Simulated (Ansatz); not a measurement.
Basis-set series for `F[SiH]1CS1`. Charge 0, multiplicity 1. The geometry is a stationary point of PBE0-D4/def2-TZVP.

Z-matrix (Å, degrees):
```
Si
C 1 1.822
S 1 2.060 2 57.9
F 1 1.589 2 119.1 3 -109.5
H 1 1.471 2 123.7 3 108.7
H 2 1.086 1 121.8 3 -103.6
H 2 1.086 1 119.6 3 103.5
```

```csv
functional,basis,functions,energy (Eh),HOMO (eV),LUMO (eV)
PBE0-D4,def2-TZVPP,188,-827.18803,-7.37,-0.07
PBE0-D4,def2-QZVPP,344,-827.21790,-7.40,-0.26
ωB97M-V,def2-TZVPP,188,-827.50269,-9.54,1.80
ωB97M-V,def2-QZVPP,344,-827.53073,-9.58,1.26
```

(1) Give the rows for def2-SVP. (Best estimate.)

## Answers

(1) Computed: 
| functional | basis | functions | energy (Eh) | HOMO (eV) | LUMO (eV) |
| --- | --- | --- | --- | --- | --- |
| PBE0-D4 | def2-SVP | 79 | -826.76766 | -7.29 | 0.31 |
| ωB97M-V | def2-SVP | 79 | -827.07909 | -9.43 | 2.43 |

Positive LUMOs are unbound and depend on the basis.
